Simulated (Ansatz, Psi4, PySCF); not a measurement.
CH3S, doublet, at a GFN2-xTB geometry, atoms displaced at random by about 0.03 Å a coordinate. Base run: R2SCAN/def2-SVP, gradient (PySCF).

PySCF was given this input:
```python
from pyscf import gto, scf, dft

mol = gto.M(
    atom='''
C    -0.01075350    1.11473573   -0.02456626
S     0.02206727   -0.65217465   -0.07196426
H     1.08510324    1.45795513    0.05724801
H    -0.52417287    1.45057630    0.87440843
H    -0.44420554    1.44747197   -0.81922384
''',
    basis='def2-svp',
    spin=1,
    verbose=4,
)

mf = dft.UKS(mol)
mf.xc = 'r2scan'
mf.kernel()
g = mf.nuc_grad_method()
grad = g.kernel()
```

Programs used: Ansatz (a quantum-chemistry and plane-wave program), Psi4, PySCF; a row that names a program was run with it.

The coordinate followed is x of atom 2.

The base run was repeated with changes; each row names its change, and settings that it needs were set with it.

| change | dE/dx (Eh/bohr) | net force (Eh/bohr) |
|---|---|---|
| base | -0.001719 | 0.000156 |
| finite difference step (bohr) = 1e-3; conv_tol = 1e-11 | -0.001714 | - |
| density fitting = on; auxbasis_response = off | -0.001716 | 0.000236 |
| grids.level = 5; grid_response = on | -0.001715 | 0.000000 |
| code = ansatz | -0.001714 | 0.000000 |
| grids.level = 0; grid_response = on | -0.001710 | 0.000000 |
| conv_tol = 1e-4 | -0.001659 | 0.000157 |
| grids.level = 1; grid_response = off | -0.001843 | 0.005800 |
| code = psi4 | -0.001709 | 0.000121 |
| finite difference step (bohr) = 1e-5; conv_tol = 1e-11 | -0.001715 | - |
| conv_tol = 1e-6 | -0.001658 | 0.000155 |
| finite difference step (bohr) = 1e-4; conv_tol = 1e-11 | -0.001714 | - |

The net force is zero for an exact gradient.

Open shells are given as the SCF converged; they aren't shown to be the lowest states, and a large step between rows can be another state.
